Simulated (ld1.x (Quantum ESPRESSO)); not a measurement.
vanadium (V): ultrasoft pseudisation with Wu–Cohen, scalar-relativistic reference atom.

* Element: V
* Generator: ld1.x (Quantum ESPRESSO) 7.5
* Type: ultrasoft
* Functional: Wu–Cohen
* Relativity: scalar-relativistic
* Frozen core: [Ne]
* Valence charge: 13
* Reference configuration: 3s2 3p6 3d3 4s2 4p0
* Partial waves: 3s (bound): rcut 1.40, rcutus 1.85 bohr; 4s (bound): rcut 1.40, rcutus 1.85 bohr; 3p (bound): rcut 1.50, rcutus 1.95 bohr; 4p (bound, empty): rcut 1.50, rcutus 1.95 bohr; 3d (bound): rcut 1.80, rcutus 2.05 bohr; 3d channel at 1.5 Ry: rcut 1.80, rcutus 2.05 bohr
* Local potential: all-electron potential smoothed inside 1.65 bohr (lloc = -2)
* Core correction: Bessel-smoothed model core, default radius (core density twice the valence density)
* Augmentation charge: built from norm-conserving waves at rcut, not smoothed further

All-electron outer shells of the reference configuration (Wu–Cohen, scalar-relativistic, ld1.x):

```tsv
shell	level (eV)	outermost node (bohr)	outermost maximum (bohr)
2s	-602.25	0.09	0.26
2p	-503.17	–	0.21
3s	-70.06	0.38	0.82
3p	-43.97	0.35	0.84
3d	-5.19	–	0.90
4s	-4.73	1.17	2.76
4p	-1.41	1.30	3.63
```

Task: Does the generator finish with these settings?

Result: Yes, a potential is produced.

Task: Is the overlap operator S = 1 + Σ q|β⟩⟨β| positive definite (Bessel basis up to 400 Ry)?

Result: Yes: its lowest eigenvalue is 0.06 (s channel).

Its largest configuration-test error is +3078 meV (3s2 3p6 3d3 4s0 4p0), which is poor. Test run stopped at test 3 of 7 (negative rho).

A Bessel basis up to 400 Ry misses an occupied level by 1.01 Ry, so cutoffs and ghosts were not judged. The potential misses its own reference levels by up to 2.5 eV, so it is not fit for use.
